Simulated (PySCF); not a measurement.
From one molecule to another.

First species: C7H12O.
SMILES with atom numbers: `[CH2:1]=[CH:2][C@@H:3]1[CH2:4][CH2:5][O:6][C@@H:7]1[CH3:8]` (hydrogens: H9, H10 on C1; H11 on C2; H12 on C3; H13, H14 on C4; H15, H16 on C5; H17 on C7; H18, H19, H20 on C8)

Second species: C7H12O.
InChI=1S/C7H12O/c1-2-4-7-5-3-6-8-7/h3,5,7H,2,4,6H2,1H3/t7-/m0/s1

Levels: PBE0/def2-SVPD for HOMO energy, LUMO energy, HOMO–LUMO gap and static isotropic polarisability; TDDFT PBE0/def2-SVPD for lowest singlet excitation; TDA PBE0/def2-SVPD for lowest triplet excitation (Tamm–Dancoff). Geometries: GFN2-xTB. Each structure is a single optimised conformer of the isolated species, non-relativistic unless stated; the electronic structure was computed with PySCF and density fitting.

The conformers computed, where there is a choice (atom-mapped SMILES and torsion angles):
- `[CH3:1][CH2:2][CH2:3][C@H:4]1[CH:5]=[CH:6][CH2:7][O:8]1`: C1–C2–C3–C4 179°, C2–C3–C4–C5 -179°

The conformers of `C=C[C@@H]1CCO[C@@H]1C` aren't listed.

Values for the first species:

| Item | Value |
| --- | --- |
| HOMO energy | -7.08 eV |
| LUMO energy | 0.27 eV |
| HOMO–LUMO gap | 7.35 eV |
| Lowest singlet excitation | 6.39 eV |
| Lowest triplet excitation (Tamm–Dancoff) | 4.45 eV |
| Static isotropic polarisability | 85.5 au |

**Question.** Estimate the same properties for the second species, and the change in each.

**Answer.** 
```json
{"property": "HOMO energy", "first": "-7.08 eV", "second": "-6.77 eV", "second less first": "+0.31 eV"}
{"property": "LUMO energy", "first": "0.27 eV", "second": "0.28 eV", "second less first": "+0.01 eV"}
{"property": "HOMO–LUMO gap", "first": "7.35 eV", "second": "7.05 eV", "second less first": "-0.30 eV"}
{"property": "lowest singlet excitation", "first": "6.39 eV", "second": "5.97 eV", "second less first": "-0.42 eV"}
{"property": "lowest triplet excitation (Tamm–Dancoff)", "first": "4.45 eV", "second": "4.32 eV", "second less first": "-0.13 eV"}
{"property": "static isotropic polarisability", "first": "85.5 au", "second": "85.6 au", "second less first": "+0.1 au"}
```

On the first: S1 lies 0.96 eV below the HOMO–LUMO gap; its leading configuration is HOMO→LUMO, weight 0.89. In wavenumbers S1 is 51500 cm⁻¹ (1 eV = 8065.54 cm⁻¹).

On the second: The principal polarisabilities are 71.5, 80.4 and 104.9 au; their mean is the isotropic value. No computed singlet falls in the visible range (750 to 380 nm, 1.65 to 3.26 eV); S1 lies 2.71 eV above its blue end.
